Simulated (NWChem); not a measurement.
System meant: CH6AlNO2; SMILES C[O][Al]([NH2])[OH]

Here is an NWChem input.

```
start job
memory heap 200 mb stack 900 mb global 1100 mb
geometry units angstroms noautosym nocenter noautoz
  Al     0.133415    -0.547527     0.016716
  O      1.369830    -1.705774     0.148548
  H      2.291380    -1.477912     0.274830
  O      0.535427     1.095778     0.108331
  C     -0.036254     2.354031     0.065991
  H      0.168960     2.914622     0.996830
  H      0.377653     2.950564    -0.768123
  H     -1.136253     2.333214    -0.064455
  N     -1.518088    -1.121008    -0.210789
  H     -1.770315    -2.100581    -0.264840
  H     -2.342432    -0.541180    -0.303345
end
basis spherical
  * library 6-31g*
end
dft
  xc m06-2x
  iterations 150
end
property
  shielding
end
task dft property
```

End of the output:

```
 Vector   27  Occ=0.000000D+00  E= 9.258827D-02
              MO Center=  6.8D-02, -2.0D-01,  1.8D-02, r^2= 8.0D+00
   Bfn.  Coefficient  Atom+Function         Bfn.  Coefficient  Atom+Function
  ----- ------------  ---------------      ----- ------------  ---------------
    11      1.096270   1 Al px               54      0.589834   5 C  s
    74      0.558351   9 N  s                24     -0.487198   2 O  s
    12     -0.444464   1 Al py               68     -0.371650   8 H  s
    55     -0.215241   5 C  px               84     -0.155506  10 H  s
    34      0.147822   3 H  s                13      0.131905   1 Al pz

 center of mass
 --------------
 x =   0.20660323 y =  -0.16336044 z =   0.04712545

 moments of inertia (a.u.)
 ------------------
         678.572661232325          20.477694369839         -36.500674527676
          20.477694369839         302.603982516585         -13.488760951939
         -36.500674527676         -13.488760951939         959.708475502651

     Multipole analysis of the density
     ---------------------------------

     L   x y z        total         alpha         beta         nuclear
     -   - - -        -----         -----         ----         -------
     0   0 0 0     -0.000000    -24.000000    -24.000000     48.000000

     1   1 0 0     -0.365134     -3.698690     -3.698690      7.032245
     1   0 1 0      0.395573      1.749215      1.749215     -3.102858
     1   0 0 1     -0.034744     -1.022385     -1.022385      2.010026

     2   2 0 0    -22.062355    -98.540134    -98.540134    175.017913
     2   1 1 0      0.209015      5.448468      5.448468    -10.687921
     2   1 0 1      0.572222    -10.618589    -10.618589     21.809400
     2   0 2 0    -27.079468   -207.020055   -207.020055    386.960643
     2   0 1 1      0.014211     -3.907864     -3.907864      7.829938
     2   0 0 2    -26.428499    -17.565109    -17.565109      8.701718

          -----------------------------------------
          Chemical Shielding Tensors (GIAO, in ppm)
          -----------------------------------------

 ------------------------------------------------------------------------
  xm06: d2 not coded                    0
 ------------------------------------------------------------------------
 ------------------------------------------------------------------------
  current input line :
    26: task dft property
 ------------------------------------------------------------------------
 ------------------------------------------------------------------------
 This error has not yet been assigned to a category
 ------------------------------------------------------------------------
 For more information see the NWChem manual at https://nwchemgit.github.io

0: xm06: d2 not coded:Received an Error in Communication
```

**Question.** Find the fault in this run and fix the input.

**Answer.** The program stopped with an error. Cause: this functional's second derivatives, which shieldings need, aren't coded here; the fix takes a hybrid GGA instead. This input runs:
```
start job
memory heap 200 mb stack 900 mb global 1100 mb
geometry units angstroms noautosym nocenter noautoz
  Al     0.133415    -0.547527     0.016716
  O      1.369830    -1.705774     0.148548
  H      2.291380    -1.477912     0.274830
  O      0.535427     1.095778     0.108331
  C     -0.036254     2.354031     0.065991
  H      0.168960     2.914622     0.996830
  H      0.377653     2.950564    -0.768123
  H     -1.136253     2.333214    -0.064455
  N     -1.518088    -1.121008    -0.210789
  H     -1.770315    -2.100581    -0.264840
  H     -2.342432    -0.541180    -0.303345
end
basis spherical
  Al library 6-31g*
  O library 6-31g*
  H library 6-31g*
  C library 6-31g*
  N library 6-31g*
end
dft
  xc pbe0
  iterations 150
end
property
  shielding
end
task dft property
```
It converges to -489.04986 Ha (PBE0/6-31G* (spherical d), GIAO).
